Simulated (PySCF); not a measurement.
Ga(F)(GeH3)2, H6FGaGe2, SMILES [F][Ga]([GeH3])[GeH3] at its PBE0/def2-SVP optimised geometry (Å):

```
10

Ga    -0.0896    -0.7399     0.0000
F     -0.7679    -2.3749     0.0017
Ge    -1.8251     0.9875     0.0000
H     -2.4833     1.0637    -1.3924
H     -2.9213     0.6679     1.0333
H     -1.2363     2.3749     0.3226
Ge     2.3583    -0.7399     0.0000
H      2.8727    -0.6184     1.4494
H      2.9213    -2.0363    -0.6082
H      2.9103     0.4626    -0.7910
```

Calculation: PBE0/def2-TZVP (PySCF). Cells within 0.4 Å of a nucleus heavier than hydrogen are left out (blank, or x).

Map of the electrostatic potential (hartree/e), clipped to [-0.08, 0.12] on the plane z = 0.0 Å:

```
|333333333333333333333333333|
|333333333333333333333333333|
|333333333333333333333333333|
|333333333333333333333333333|
|333333333444333333333333333|
|333333344676433333333333333|
|333344457999544443333333333|
|333345799999644444433333333|
|333458999999644444443333333|
|333459999999755444444433333|
|33346999xx99966555555443333|
|33346999xx99998767788754333|
|333459999999999999999974433|
|333347999999999999999996433|
|3333457999999x99999x9998543|
|333334457999xx99999xx999543|
|333333344799999999999998543|
|333332222499999999999996433|
|333222211499999979999974333|
|3322221008xxx95455679964333|
|32222210059x961233445543333|
|322222100069600123333333333|
|222222110000000122333333333|
|222222110000001122333333333|
|222222211110111222233333333|
|322222221111112222233333333|
|322222222222222222233333333|
```
Scale: ten equal steps from -0.062 (start of '0') to 0.120 (end of '9'), in the order '0123456789'; x runs from -5.00 to 5.00, y from -5.00 (bottom) to 5.00 (top).
